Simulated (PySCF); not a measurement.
# Unknown compound

An unknown has the formula C7H5FO2. Its calculated NMR data are:

1H NMR (300 MHz, computed): δ 8.43 (m, 2H), 7.05 (d, 2H), 4.94 (br s, 1H).

13C{1H} NMR (computed): δ 169.2 (C), 165.2 (C), 142.1 (CH, 2C), 121.3 (C), 119.3 (CH, 2C).

No solvent model, one averaged value for each set of equivalent atoms, one conformer, relativity neglected. PBE0/pcSseg-1 with gauge-including orbitals; structure optimised with GFN2-xTB; PySCF.

References, each an isolated molecule treated in the same way: TMS for 1H (σref 31.72) and 13C (σref 186.93).

Question: Which candidate is it?
A. C=Cc1coc(C(=O)F)c1
B. O=C(F)c1ccc(O)cc1
C. C=Cc1cc(F)oc(=O)c1
D. CC1=C(F)C(=O)C(=O)C=C1
E. C#CC1=COC(CF)=CO1

Answer: B. 

- Rings plus π bonds: 5 (1 ring in the answer).
- 5 carbon signals for 7 carbons: some carbons are equivalent by symmetry or fast rotation.
- Carbon types of the structure: 3 × C, 4 × CH, leaving 1 H on heteroatoms.
- δC 169.2: aromatic carbon bearing oxygen; an ipso carbon deshielded by its heteroatom.
- δC 165.2: carbonyl carbon.
- δC 142.1, 119.3: aromatic CH.
- δC 121.3: substituted aromatic carbon.
- δH 8.43, 7.05: hydrogen on an aromatic CH.

The others: CC1=C(F)C(=O)C(=O)C=C1 would give 7 carbon signals, not 5; C#CC1=COC(CF)=CO1 would give 7 carbon signals, not 5; C=Cc1cc(F)oc(=O)c1 would give 7 carbon signals, not 5; C=Cc1coc(C(=O)F)c1 would give 7 carbon signals, not 5.

OH/NH shifts are gas-phase values; hydrogen bonding in solution moves them, usually downfield. Splittings by 19F in the carbon and heteronuclear signals aren't shown, as no couplings were computed. Shifts are as computed. Against solution values, carbons near 30 ppm lie about +3 ppm off and those near 130 ppm about +5 ppm. Of 1211 compounds with measured shifts, 218 miss one by over three times the rms of a fit or turn the order of signals round; such compounds aren't used in these exercises. No couplings were computed; multiplicities are counted from neighbouring protons, with m where these are inequivalent, close in shift, in a saturated or five-membered ring or joined by F or P, and br s for small geminal =CH2 splittings.
